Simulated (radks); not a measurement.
Numerical settings for the iron ion Fe2+, [Ar] 3d6. All-electron calculation, scalar-relativistic Kohn-Sham, SCAN, spin-polarised, spherical densities, finite nucleus; open shells are filled with parallel spins first; meta-GGA in the generalised Kohn-Sham scheme; Fermi nuclear charge, rms radius 3.7377 fm. Program: a radial shooting solver on a logarithmic mesh with Libxc functionals. The defaults (mesh step 0.008 in ln r, mesh end at 40 bohr or more with all orbitals vanishing there, Anderson mixing 0.5 over 9 steps, residual threshold near 1e-9 with the energy settled to 1e-9 hartree or 1e-11 of itself, here a cap of 77 iterations) give E = -1272.050 hartree and 3d at -22.269 eV in 14 iterations. Run on one thread of a shared host, so times are rough (Intel(R) Xeon(R) Platinum 8488C): 0.15 s of CPU time, 0.15 s wall, 14 iterations on 2189 mesh points. Changes against that run (0 stands for a change within the tolerance of the run):

setting                    iterations  converged  E (mhartree)  e(3d) (meV)  CPU (s)
mesh step in ln r 0.02             13        yes         -10.2        +8.74     0.06
mesh step in ln r 0.03             13        yes         +40.1          -24     0.05
mesh step in ln r 0.2              77         no      diverged            -     0.27
mesh end (bohr) 12                 14        yes        +0.152            0     0.14
mesh end (bohr) 400                14        yes        -0.107            0     0.15
residual threshold 0.01            12        yes             0      +0.0815     0.13
residual threshold 1e-05           13        yes             0      +0.0886     0.14
mixing 0.05                        25        yes             0      +0.0199     0.24
linear mixing, mixing 0.2          68        yes             0      +0.0134     0.58
linear mixing, mixing 0.5          73         no      diverged            -      0.5
mixing history 20                  15        yes             0      +0.0149     0.15
iteration cap 2                     2         no          +727     -3.1e+04     0.03

Settings that end as converged yet miss the energy by more than 1 mhartree: mesh step in ln r 0.02 (-0.0102 hartree); mesh step in ln r 0.03 (+0.0401 hartree). A mesh that ends early acts as a hard wall.
